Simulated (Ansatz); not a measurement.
Relaxation of the cluster Re₂Te₃ with RKS PBE-D4/def2-SVP.

```sh
$ ansatz run in.yaml --threads 4 --pin off --events-out ev --progress --plain --max-ram 4787MiB
```

```yaml
crystal:
  periodic: [false, false, false]
  atoms:
    - {symbol: Re, position_ang: [1.049250, -0.524760, 0.198090]}
    - {symbol: Re, position_ang: [-1.044380, 0.517890, -0.206760]}
    - {symbol: Te, position_ang: [1.624480, -1.815700, 2.233340]}
    - {symbol: Te, position_ang: [1.092550, 2.049370, -0.353040]}
    - {symbol: Te, position_ang: [-2.721900, -0.226800, -1.871630]}
basis:
  gaussian: {orbitals: def2-SVP}
hamiltonian: {xc: pbe, dispersion: d4}
scf: {lower_state_search: "off"}
output: {orbitals: {seedname: orbitals}}
relax: {f_tol: 0.02, max_steps: 100}
```

Hardware: 4 threads of Arm Neoverse V1 on a shared host. Wall time 16 s.

Positions (Å) and forces (eV/Å) at steps 1, 2, 3, 4, 5, 6 of 6:

```xyz
5
step=1 energy=-26145.2421 eV
Re    1.049   -0.525    0.198   -1.493    1.102   -1.022
Re   -1.044    0.518   -0.207    1.883   -0.356    0.907
Te    1.624   -1.816    2.233   -0.281   -0.021    0.137
Te    1.093    2.049   -0.353   -0.234   -0.449    0.071
Te   -2.722   -0.227   -1.872    0.126   -0.277   -0.093
5
step=2 energy=-26145.5123 eV
Re    1.003   -0.485    0.044    0.745   -1.155    0.161
Re   -0.967    0.544   -0.060   -1.388   -0.035    0.042
Te    1.451   -1.773    2.154   -0.254    0.141   -0.282
Te    1.088    2.039   -0.353    0.582    1.103   -0.193
Te   -2.575   -0.324   -1.785    0.315   -0.053    0.272
5
step=3 energy=-26145.6337 eV
Re    1.029   -0.467   -0.032   -0.551    0.007    0.236
Re   -0.957    0.597    0.007    0.283   -0.504   -0.153
Te    1.277   -1.797    2.072   -0.062    0.147   -0.244
Te    1.131    2.121   -0.370    0.133    0.256   -0.046
Te   -2.480   -0.455   -1.677    0.197    0.095    0.207
5
step=4 energy=-26145.6554 eV
Re    1.011   -0.464   -0.061    0.020    0.187   -0.151
Re   -0.941    0.594    0.036    0.157    0.149    0.098
Te    1.204   -1.789    2.025   -0.018   -0.076    0.106
Te    1.150    2.157   -0.377   -0.091   -0.177    0.028
Te   -2.423   -0.498   -1.624   -0.068   -0.083   -0.081
5
step=5 energy=-26145.6590 eV
Re    1.015   -0.453   -0.073   -0.043    0.038   -0.012
Re   -0.933    0.606    0.046    0.059   -0.010    0.006
Te    1.177   -1.795    2.013    0.000   -0.010    0.013
Te    1.151    2.161   -0.379   -0.007   -0.010    0.002
Te   -2.410   -0.519   -1.608   -0.009   -0.009   -0.009
5
step=6 energy=-26145.6591 eV
Re    1.014   -0.451   -0.075    0.001   -0.001    0.002
Re   -0.931    0.607    0.047   -0.002    0.000   -0.001
Te    1.173   -1.796    2.012   -0.001    0.000   -0.002
Te    1.152    2.162   -0.379    0.001    0.001    0.000
Te   -2.408   -0.522   -1.605    0.000    0.000    0.001
```

In the def2 sets Re, Te take a core potential; there is no spin–orbit coupling. The restricted singlet is unstable towards broken spin symmetry in Hartree–Fock (as tested in another run); at PBE-D4/def2-SVP this wasn't settled. The relaxation made no stability test and no search for a lower SCF solution. No other spin state of charge 0 was run. Another isomer (singlet) lies 0.22 eV lower at PBE0-D4/def2-TZVP; other spin states weren't run for this one.
